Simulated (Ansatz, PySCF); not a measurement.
C₂H₆Cl₂GeO, singlet, at a GFN2-xTB geometry, atoms displaced at random by about 0.08 Å a coordinate. Base run: PBE0/STO-3G, gradient run with PySCF.

The PySCF input:
```python
from pyscf import gto, scf, dft

mol = gto.Mole()
mol.atom = '''
    Ge    0.40245856    0.16347277    0.50678408
    Cl    1.87374986   -1.23974259   -0.01536182
    Cl    0.74461209    1.87318294   -0.64078848
    O    -1.17384238   -0.47360745    0.25654069
    C    -1.89601173   -0.88399228   -0.91444217
    C    -3.35260521   -0.76924958   -0.71773444
    H     0.34781846    0.44915096    2.04049769
    H    -1.54154562    0.07674782   -1.50652517
    H    -1.54612760   -1.92579482   -1.14848431
    H    -3.65287369    0.19436348   -0.31901193
    H    -3.82777729   -1.04460717   -1.34929742
    H    -3.55692060   -1.44630422    0.03862379
'''
mol.basis = 'sto-3g'
mol.verbose = 4
mol.build()

mf = dft.RKS(mol)
mf.xc = 'pbe0'
mf.kernel()
g = mf.nuc_grad_method()
grad = g.kernel()
```

Programs used: Ansatz (a first-principles code), PySCF; a row that names a program was run with it.

The coordinate followed is x of atom 9.

Each row names what was changed in the base input (with any setting that the change needs).

```csv
change,dE/dx (Eh/bohr),net force (Eh/bohr)
base,0.006004,0.000154
grids.level = 5; grid_response = off,0.006005,0.000020
conv_tol = 1e-11,0.006004,0.000154
finite difference step (bohr) = 1e-4; conv_tol = 1e-11,0.006007,-
finite difference step (bohr) = 1e-3; conv_tol = 1e-11,0.006007,-
finite difference step (bohr) = 0.2; conv_tol = 1e-11,0.006376,-
grids.level = 5; grid_response = on,0.006005,0.000000
finite difference step (bohr) = 0.01; conv_tol = 1e-11,0.006008,-
code = ansatz,0.006006,0.000000
conv_tol = 1e-4,0.005997,0.000154
grids.level = 1; grid_response = on,0.006056,0.000000
finite difference step (bohr) = 1e-5; conv_tol = 1e-11,0.006007,-
```

The net force is zero for an exact gradient.
